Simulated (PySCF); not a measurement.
C3H10Si2 (SMILES C[SiH2]/C=C/[SiH3]), singlet, at a GFN2-xTB geometry; PySCF with PBE0/6-31G.

The PySCF input:
```python
from pyscf import gto, scf, dft

mol = gto.Mole()
mol.atom = '''
    Si    2.79365590    0.31661071    0.01313599
    C     1.06151391   -0.39745580    0.18123767
    C    -0.06852056    0.30583981    0.23028639
    Si   -1.80410188   -0.41146223    0.38937679
    C    -2.85975085    0.21489964   -1.06101629
    H     2.72292288    1.77875795   -0.01627526
    H     3.40095392   -0.17413984   -1.22825164
    H     3.60761049   -0.12031504    1.15149093
    H     0.98572975   -1.47850157    0.24028741
    H     0.00891685    1.38717753    0.17228491
    H    -1.73923356   -1.87823205    0.36846209
    H    -2.40000045    0.03794665    1.65677991
    H    -2.91554934    1.29995008   -1.06885160
    H    -2.44942011   -0.09951458   -2.01679915
    H    -3.87514197   -0.16490995   -0.99735330
'''
mol.basis = '6-31g'
mol.verbose = 4
mol.build()

mf = dft.RKS(mol)
mf.xc = 'pbe0'
mf.kernel()
```

Write the output that PySCF gives for this input, abridged.


```
PySCF version 2.14.0

[INPUT] verbose = 4
[INPUT] num. atoms = 15
[INPUT] num. electrons = 56
[INPUT] charge = 0
[INPUT] spin (= nelec alpha-beta = 2S) = 0
[INPUT] symmetry False subgroup None
[INPUT] Mole.unit = angstrom
[INPUT] Symbol           X                Y                Z      unit          X                Y                Z       unit  Magmom
[INPUT]  1 Si     2.793655900000   0.316610710000   0.013135990000 AA    5.279244537275   0.598307530004   0.024823423475 Bohr   0.0
[INPUT]  2 C      1.061513910000  -0.397455800000   0.181237670000 AA    2.005970567316  -0.751082608620   0.342489559754 Bohr   0.0
[INPUT]  3 C     -0.068520560000   0.305839810000   0.230286390000 AA   -0.129485092302   0.577953478889   0.435178207315 Bohr   0.0
[INPUT]  4 Si    -1.804101880000  -0.411462230000   0.389376790000 AA   -3.409258454013  -0.777550925303   0.735815492362 Bohr   0.0
[INPUT]  5 C     -2.859750850000   0.214899640000  -1.061016290000 AA   -5.404145890992   0.406101463868  -2.005030201802 Bohr   0.0
[INPUT]  6 H      2.722922880000   1.778757950000  -0.016275260000 AA    5.145578501512   3.361365367393  -0.030755784006 Bohr   0.0
[INPUT]  7 H      3.400953920000  -0.174139840000  -1.228251640000 AA    6.426871471066  -0.329076604976  -2.321059211648 Bohr   0.0
[INPUT]  8 H      3.607610490000  -0.120315040000   1.151490930000 AA    6.817395790208  -0.227362474266   2.176002492621 Bohr   0.0
[INPUT]  9 H      0.985729750000  -1.478501570000   0.240287410000 AA    1.862759260336  -2.793963042039   0.454077396081 Bohr   0.0
[INPUT] 10 H      0.008916850000   1.387177530000   0.172284910000 AA    0.016850404394   2.621385617851   0.325571295295 Bohr   0.0
[INPUT] 11 H     -1.739233560000  -1.878232050000   0.368462090000 AA   -3.286675095052  -3.549344172880   0.696292437385 Bohr   0.0
[INPUT] 12 H     -2.400000450000   0.037946650000   1.656779910000 AA   -4.535343549333   0.071708775845   3.130860278582 Bohr   0.0
[INPUT] 13 H     -2.915549340000   1.299950080000  -1.068851600000 AA   -5.509589755256   2.456549626806  -2.019836791803 Bohr   0.0
[INPUT] 14 H     -2.449420110000  -0.099514580000  -2.016799150000 AA   -4.628733171902  -0.188055301601  -3.811198041756 Bohr   0.0
[INPUT] 15 H     -3.875141970000  -0.164909950000  -0.997353300000 AA   -7.322957017108  -0.311634640716  -1.884724586431 Bohr   0.0

nuclear repulsion = 256.919321683242
number of shells = 49
number of NR pGTOs = 198
number of NR cGTOs = 73
basis = 6-31g
ecp = {}

******** <class 'pyscf.dft.rks.RKS'> ********
method = RKS
initial guess = minao
damping factor = 0
level_shift factor = 0
DIIS = <class 'pyscf.scf.diis.CDIIS'>
diis_start_cycle = 1
diis_space = 8
diis_damp = 0
SCF conv_tol = 1e-09
SCF conv_tol_grad = None
SCF max_cycles = 50
direct_scf = True
direct_scf_tol = 1e-13
XC library pyscf.dft.libxc version 7.1.2
    S. Lehtola, C. Steigemann, M. J. T. Oliveira, and M. A. L. Marques,  SoftwareX 7, 1–5 (2018)
XC functionals = pbe0
    C. Adamo and V. Barone,  J. Chem. Phys. 110, 6158 (1999)
    M. Ernzerhof and G. E. Scuseria,  J. Chem. Phys. 110, 5029 (1999)
radial grids:
    Treutler-Ahlrichs [JCP 102, 346 (1995); DOI:10.1063/1.469408] (M4) radial grids

becke partition: Becke, JCP 88, 2547 (1988); DOI:10.1063/1.454033
pruning grids: <function nwchem_prune>
grids dens level: 3
symmetrized grids: False
atomic radii adjust function: <function treutler_atomic_radii_adjust>
small_rho_cutoff = 0
Set gradient conv threshold to 3.16228e-05
Initial guess from minao.
tot grids = 178800
init E= -698.87813877194
  HOMO = -0.314880520021527  LUMO = -0.0883297439812361  gap/eV = 6.16476
cycle= 1 E= -698.727071343687  delta_E= 0.151  |g|= 0.377  |ddm|= 3.26
  HOMO = -0.227558724869489  LUMO = 0.0325636073649758  gap/eV = 7.07829
cycle= 2 E= -698.71876917448  delta_E= 0.0083  |g|= 0.408  |ddm|= 0.783
  HOMO = -0.282940588757199  LUMO = -0.00979809449411606  gap/eV = 7.43259
cycle= 3 E= -698.766859970218  delta_E= -0.0481  |g|= 0.0182  |ddm|= 0.442
  HOMO = -0.280372374251738  LUMO = -0.00683857061467008  gap/eV = 7.44323
cycle= 4 E= -698.76691586146  delta_E= -5.59e-05  |g|= 0.0149  |ddm|= 0.0405
  HOMO = -0.280722484999034  LUMO = -0.00719169818704568  gap/eV = 7.44315
cycle= 5 E= -698.766976875801  delta_E= -6.1e-05  |g|= 0.00343  |ddm|= 0.017
  HOMO = -0.281019486414723  LUMO = -0.00749046580487045  gap/eV = 7.44310
cycle= 6 E= -698.766980390268  delta_E= -3.51e-06  |g|= 0.000409  |ddm|= 0.00423
  HOMO = -0.280936646036578  LUMO = -0.0074074474792587  gap/eV = 7.44311
cycle= 7 E= -698.766980441127  delta_E= -5.09e-08  |g|= 0.000154  |ddm|= 0.000698
  HOMO = -0.28094935356195  LUMO = -0.00741872796964849  gap/eV = 7.44315
cycle= 8 E= -698.766980447981  delta_E= -6.85e-09  |g|= 2.8e-05  |ddm|= 0.0002
  HOMO = -0.280946766129395  LUMO = -0.00741585722123461  gap/eV = 7.44316
cycle= 9 E= -698.766980448241  delta_E= -2.6e-10  |g|= 2.5e-06  |ddm|= 4.49e-05
  HOMO = -0.280946775557533  LUMO = -0.00741586743681832  gap/eV = 7.44316
Extra cycle  E= -698.766980448247  delta_E= -5.68e-12  |g|= 1.52e-06  |ddm|= 8.51e-06
converged SCF energy = -698.766980448247
```
